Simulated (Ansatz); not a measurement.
Program: Ansatz. Geometries: PBE0-D4/def2-TZVP. ΔE: electronic, gas phase. CCSD(T)/CBS adds triple-zeta CCSD(T) − MP2 to the extrapolated MP2 energy (def2 sets, frozen cores). This one scheme is used for every species. DFT in def2-TZVPP. One conformer a species, not always the lowest.

Consider the ligand exchange at a B–O bond: `OCOB[SiH3]` + HCl → `[SiH3]BCl` + `OCO`.

`OCOB[SiH3]`:

```xyz
12

O     0.573   -1.552   -0.735
C     1.230   -0.349   -0.930
O     0.331    0.705   -1.239
B    -0.620    1.091   -0.360
Si   -0.928    0.279    1.479
H     0.202   -1.845   -1.573
H     1.758   -0.129    0.000
H     1.935   -0.389   -1.765
H    -1.336    1.968   -0.762
H     0.260   -0.392    2.078
H    -2.026   -0.724    1.379
H    -1.380    1.337    2.427
```

HCl:

```xyz
2

Cl    0.017   -0.430    0.473
H    -0.017    0.430   -0.473
```

`[SiH3]BCl`:

Cartesian coordinates in Å:
```
Si -0.109 0.860 0.009
B 0.023 -1.152 -0.031
Cl 1.539 -1.970 0.202
H -0.643 1.334 -1.299
H 1.195 1.522 0.271
H -1.081 1.261 1.065
H -0.924 -1.855 -0.217
```

`OCO`:

Cartesian coordinates in Å:
```
O -0.050 -1.205 0.177
C 0.366 0.128 0.135
O -0.594 0.980 -0.414
H -0.828 -1.254 0.741
H 1.291 0.122 -0.451
H 0.568 0.527 1.134
H -0.753 0.702 -1.322
```

| level | ΔE (eV) |
| --- | --- |
| r2SCAN | 0.38 |
| HF/CBS(def2) | 0.35 |

Q: What does CCSD(T)/CBS give? (Best estimate.)

A: Computed: +0.40 eV. The listed levels differ from it by -0.02, -0.05 eV.

Largest T1 diagnostic among the species: 0.014.

In def2-TZVPP, CCSD(T) changes the Hartree–Fock value by +0.09 eV (the triples alone add +0.01 eV) and MP2 by +0.06 eV. The D4 term adds +0.07 eV with B3LYP and +0.04 eV with PBE0; it sums over pairs of atoms, weighted by their polarisabilities, and B3LYP, whose exchange is more repulsive, gets the larger term.

B3LYP here is the variant with VWN-RPA as its local correlation; programs differ in this.
